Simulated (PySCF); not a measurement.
Excitation energy of Yb⁺ by level of theory

Yb⁺ [Xe] 4f14 6s1 (2S) → Yb⁺ [Xe] 4f13 5d1 6s1 (high-spin determinant), as a difference of total energies. Computed with PySCF 2.14 in x2c-TZVPPall (11s7p7d4f2g, 113 functions), with the spin-free X2C one-electron Hamiltonian (Gaussian nucleus). Correlated levels: valence: [Kr] 4d10 frozen; valence and next inner shell: [Ar] 3d10 frozen. The calculations carry no spin-orbit coupling.

| method | excitation energy (cm⁻¹) |
| --- | --- |
| UHF | 2864.3 |
| MP2 (valence) | 45259 |
| SCS-MP2 (valence) | 39667 |
| MP2 (valence and next inner shell) | 49239 |
| SCS-MP2 (valence and next inner shell) | 42618 |

The determinant of the upper state mixes LS terms, which raises its energy above the lowest term, most at the Hartree-Fock and MP2 levels.
